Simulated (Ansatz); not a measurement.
Species, as SMILES: [Si](F)F (closed-shell singlet).
Geometry (B3LYP-D3(BJ)/def2-TZVP, fixed):
```xyz
3

Si     0.0153     0.0127     0.5768
F      1.0240    -0.6902    -0.4611
F     -1.0478     0.6704    -0.4362
```
Charge 0, spin multiplicity 1.

Basis-set convergence of the dipole moment at MP2 with Ansatz (a program for electronic structure). Dipoles come from the density behind the forces; the sign is taken along the dipole that this method gives in the largest set. The reference of a correlated method is not its basis-set limit, which lies further on. Cartesian d functions, on some or all atoms, in 6-311G**, 6-311+G**; all else is spherical. Cores are frozen. A restricted Hartree-Fock determinant is unstable towards unrestricted orbitals. No added dispersion term, no relativity. Reference: the value in aug-pcseg-3, 1.161 D, itself unsure by roughly 0.006 D (its mean distance from aug-cc-pV(Q+d)Z, def2-QZVPPD). Deviations are taken from unrounded values.

| basis | functions | dipole moment (D) |
|---|---|---|
| def2-SVP | 46 | 1.081 |
| def2-SVPD | 70 | 1.209 |
| pcseg-1 | 46 | 1.333 |
| aug-pcseg-1 | 73 | 1.145 |
| cc-pV(D+d)Z | 51 | 1.131 |
| aug-cc-pV(D+d)Z | 78 | 1.196 |
| 6-311G** | 63 | 1.335 |
| 6-311+G** | 75 | 1.480 |
| pcseg-2 | 94 | 1.282 |
| aug-pcseg-2 | 142 | 1.166 |
| cc-pV(T+d)Z | 99 | 1.047 |
| aug-cc-pV(T+d)Z | 147 | 1.155 |
| def2-TZVP | 99 | 1.122 |
| def2-TZVPD | 123 | 1.150 |
| def2-TZVPP | 104 | 1.124 |
| def2-TZVPPD | 128 | 1.153 |
| cc-pV(Q+d)Z | 174 | 1.131 |
| aug-cc-pV(Q+d)Z | 249 | 1.157 |
| def2-QZVPP | 184 | 1.152 |
| def2-QZVPPD | 208 | 1.153 |
| pcseg-3 | 184 | 1.178 |
| aug-pcseg-3 | 259 | 1.161 |

What the diffuse functions change, pair by pair:
- def2-SVP to def2-SVPD: 24 more functions, deviation -0.079 to 0.048 D
- pcseg-1 to aug-pcseg-1: 27 more functions, deviation 0.172 to -0.016 D
- cc-pV(D+d)Z to aug-cc-pV(D+d)Z: 27 more functions, deviation -0.030 to 0.035 D
- 6-311G** to 6-311+G**: 12 more functions, deviation 0.174 to 0.319 D
- pcseg-2 to aug-pcseg-2: 48 more functions, deviation 0.121 to 0.005 D
- cc-pV(T+d)Z to aug-cc-pV(T+d)Z: 48 more functions, deviation -0.113 to -0.006 D
- def2-TZVP to def2-TZVPD: 24 more functions, deviation -0.039 to -0.011 D
- def2-TZVPP to def2-TZVPPD: 24 more functions, deviation -0.037 to -0.008 D
- cc-pV(Q+d)Z to aug-cc-pV(Q+d)Z: 75 more functions, deviation -0.030 to -0.004 D
- def2-QZVPP to def2-QZVPPD: 24 more functions, deviation -0.009 to -0.008 D
- pcseg-3 to aug-pcseg-3: 75 more functions, deviation 0.017 to 0.000 D

Leaving out the reference's own pair, they bring the value nearer the reference by more than 0.006 D in 7 of 10 pairs.
